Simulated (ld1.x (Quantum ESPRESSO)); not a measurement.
## What one change does to a pseudopotential (N, PAW)

- Element: nitrogen (N)
- Generator: ld1.x (Quantum ESPRESSO) 7.5
- Type: PAW
- Functional: PBEsol
- Relativity: scalar-relativistic
- Frozen core: [He]
- Valence charge: 5
- Reference configuration: 2s1.5 2p3.5
- Partial waves: 2s (bound): rcut 1.00, rcutus 1.15 bohr; 2s channel at -0.45 Ry: rcut 1.00, rcutus 1.15 bohr; 2p (bound): rcut 1.45, rcutus 2.00 bohr; 2p channel at -0.2 Ry: rcut 1.45, rcutus 2.00 bohr
- Local potential: all-electron potential smoothed inside 1.95 bohr (lloc = -1)
- Core correction: Bessel-smoothed model core inside 0.90 bohr
- Augmentation charge: PSQ, inside the norm-conserving radii

All-electron outer shells of the reference configuration (PBEsol, scalar-relativistic, ld1.x):

```json
{"shell": "1s", "level (eV)": "-383.50", "outermost node (bohr)": "–", "outermost maximum (bohr)": "0.15"}
{"shell": "2s", "level (eV)": "-18.69", "outermost node (bohr)": "0.32", "outermost maximum (bohr)": "1.02"}
{"shell": "2p", "level (eV)": "-7.25", "outermost node (bohr)": "–", "outermost maximum (bohr)": "0.98"}
```

Change: local potential all-electron potential smoothed inside 1.10 bohr (lloc = -1).

Cutoffs: the cutoffs (Ry, on a coarse ladder) from which the occupation-weighted sum of valence levels, in a spherical-Bessel basis at the reference potential, stays within 10 and 1 mRy of its value at 400 Ry; they do not see the model core or the augmentation charge, which bear on the density cutoff. Errors are all-electron minus pseudo energies relative to the spin-unpolarised reference configuration.

Problem. Predict the effect on cutoff, ghosts and configuration errors.

Solution. The potential gets neither clearly harder nor softer (18 Ry and 30 Ry → 18 Ry and 30 Ry); of the 7 tests that both files solve, the error grows in 1 and shrinks in 0 by more than 15 % and 0.3 meV (median size 0.3 → 0.3 meV); neither file shows a bound ghost.

```csv
quantity,base,changed
"cutoff, loose",18 Ry,18 Ry
"cutoff, tight",30 Ry,30 Ry
bound ghosts,none,none
"error for 2s2 2p3, meV [ΔE -5.71 eV]",-0.1,0.0
"error for 2s2 2p2, meV [ΔE 7.81 eV]",-1.3,-1.5
"error for 2s2 2p1, meV [ΔE 36.54 eV]",-8.0,-9.0
"error for 2s2 2p0, meV [ΔE 83.43 eV]",-0.5,-4.3
"error for 2s1 2p4, meV [ΔE 5.72 eV]",-0.1,-0.2
"error for 2s2 2p3.3, meV [ΔE -7.32 eV]",0.0,+0.1
"error for 2s2 2p2.5, meV [ΔE -0.65 eV]",-0.3,-0.3
s: phases at 2.19 bohr within 0.05 rad from the reference energy up to (Ry; the scan ends near 5),to the end of the scan,to the end of the scan
p: phases at 2.19 bohr within 0.05 rad from the reference energy up to (Ry; the scan ends near 5),to the end of the scan,to the end of the scan
lowest overlap eigenvalue by channel,"s 0.55, p 1.00","s 0.55, p 0.99"
```
